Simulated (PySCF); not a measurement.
**Question.** Write Cartesian coordinates for `FS(F)(F)(F)(F)F` as optimised with PBE0-D3(BJ)/def2-SVP.

**Answer.** 
```xyz
7
SF6 angstrom
F     -0.694    1.016   -0.863
S      0.005   -0.004    0.121
F      1.411    0.351   -0.507
F     -0.181   -1.157   -0.943
F      0.191    1.149    1.186
F      0.704   -1.024    1.106
F     -1.401   -0.359    0.750
```

Any rigid rotation of these coordinates is as good. Atoms count from 1 in this order. All 6 F–S bonds measure 1.581 Å. S2 (sulfur bonded to 6 F) is octahedral (the three widest angles are 180.0°, 180.0° and 180.0°, the others run from 90.0° to 90.0°).

Bonds between heavy atoms (Å): F1–S2 1.581, S2–F3 1.581, S2–F4 1.581, S2–F5 1.581, S2–F6 1.581, S2–F7 1.581.

Level of theory: PySCF, PBE0-D3(BJ)/def2-SVP geometry optimisation, gas phase.

Point group: Oh (every atom within 0.08 Å of its image). Not checked by PBE0-D3(BJ)/def2-SVP frequencies.
